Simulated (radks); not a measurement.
Results of a calculation; reference values are marked as such.
Charge is removed step by step from the 2s down level of the barium ion Ba2+, starting from [He] 2s(up 1, down 1) 2p6 3s2 3p6 3d10 4s2 4p6 4d10 5s2 5p6. Level of theory: scalar-relativistic Kohn-Sham, PBE, spin-polarised, spherical densities, point nucleus (a radial shooting solver on a logarithmic mesh with Libxc functionals).

removed (e),E - E(0) (eV),eigenvalue (eV),E minus straight line (eV)
0,0.000,-5901.9,0.000
0.25,1478.4,-5935.5,-12.642
0.5,2965.1,-5969.1,-16.864
0.75,4460.3,-6002.8,-12.654
1,5964.0,-6036.5,0.000

Removing the whole electron costs 5964.0 eV by Delta-SCF, against 5901.9 eV from minus the eigenvalue at the starting occupation. Slater's transition state (half an electron removed) gives 5969.1 eV. Integrating minus the eigenvalue over the occupation (Janak's theorem) gives 5969.1 eV. In this scalar-relativistic scheme the density is built from large components alone, so the theorem holds only approximately. The mean slope of the eigenvalue, de/dn, is 135 eV per electron.
